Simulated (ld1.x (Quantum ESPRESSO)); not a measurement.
**An all-electron radial function and its pseudo partner (P)**

Columns: radius, all-electron u(r) and pseudo u(r) of the 2s shell (level -173.99 eV) of phosphorus in the configuration [He] 2s2 2p6 3s2 3p3; PBE, scalar-relativistic, TM scheme, ld1.x (Quantum ESPRESSO) 7.5.

| r (bohr) | all-electron | pseudo |
| --- | --- | --- |
| 0.040 | 0.6439 | -0.1969 |
| 0.080 | 0.5740 | -0.3898 |
| 0.120 | 0.2240 | -0.5748 |
| 0.160 | -0.1947 | -0.7479 |
| 0.200 | -0.5835 | -0.9056 |
| 0.240 | -0.9024 | -1.0446 |
| 0.280 | -1.1410 | -1.1618 |
| 0.320 | -1.3030 | -1.2546 |
| 0.360 | -1.3988 | -1.3212 |
| 0.400 | -1.4403 | -1.3604 |
| 0.440 | -1.4398 | -1.3724 |
| 0.480 | -1.4075 | -1.3584 |
| 0.520 | -1.3525 | -1.3212 |
| 0.560 | -1.2821 | -1.2649 |
| 0.600 | -1.2021 | -1.1942 |
| 0.640 | -1.1170 | -1.1141 |
| 0.680 | -1.0300 | -1.0293 |
| 0.720 | -0.9438 | -0.9437 |
| 0.760 | -0.8601 | -0.8601 |
| 0.800 | -0.7801 | -0.7801 |
| 0.840 | -0.7047 | -0.7047 |
| 0.880 | -0.6344 | -0.6344 |
| 0.920 | -0.5692 | -0.5692 |
| 0.960 | -0.5093 | -0.5093 |
| 1.000 | -0.4547 | -0.4547 |
| 1.040 | -0.4050 | -0.4050 |

(1) How many radial nodes do the two functions have?

(2) At about which radius was the pseudo-wave matched?

(3) Is the pseudo-wave norm-conserving?

## Answers

(1) The all-electron 2s function has n − l − 1 = 1; the pseudo-wave has 0, since the states of the same l below it are removed with the core.

(2) 0.80 bohr. The columns agree to 0.0005 from 0.72 bohr on; several derivatives are matched, so the curves merge somewhat inside the radius.

(3) Yes: the TM scheme keeps the norm inside the radius equal to the all-electron one, which fixes the energy derivative of the logarithmic derivative at the level.
